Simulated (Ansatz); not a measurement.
## A family of molecules: the HOMO–LUMO gap

One atom is swapped for its congeners: CHCl2F (dichlorofluoromethane) `FC(Cl)Cl`; CHBrCl2 (bromodichloromethane) `ClC(Cl)Br`; CHCl2I (dichloroiodomethane) `ClC(Cl)I`. The Cl member is missing. All are singlets with charge 0.

Shapes, held fixed at every level: PBE0-D4/def2-TZVP. Programs: Ansatz 0.2.0. Values in eV.

How should the HOMO–LUMO gap change along the series?

At wB97X-V/def2-TZVPP the HOMO–LUMO gap falls at every step, from 13.67 to 10.26 eV. Every level shows the same order. For atoms past krypton def2 sets carry core potentials with scalar relativity. Relativity is left out for Br unless named. Orbital gaps aren't excitation energies, and the LUMO depends on the basis.

```csv
level,CHCl2F,CHBrCl2,CHCl2I
SPW92/def2-TZVPP,6.23,4.78,3.70
PBE-D4/def2-TZVPP,6.28,4.82,3.73
r2SCAN-D4/def2-TZVPP,6.85,5.28,4.13
B3LYP-D4/def2-TZVPP,8.28,6.64,5.32
r2SCAN0-D4/def2-TZVPP,9.21,7.46,6.05
wB97X-V/def2-TZVPP,13.67,11.86,10.26
```
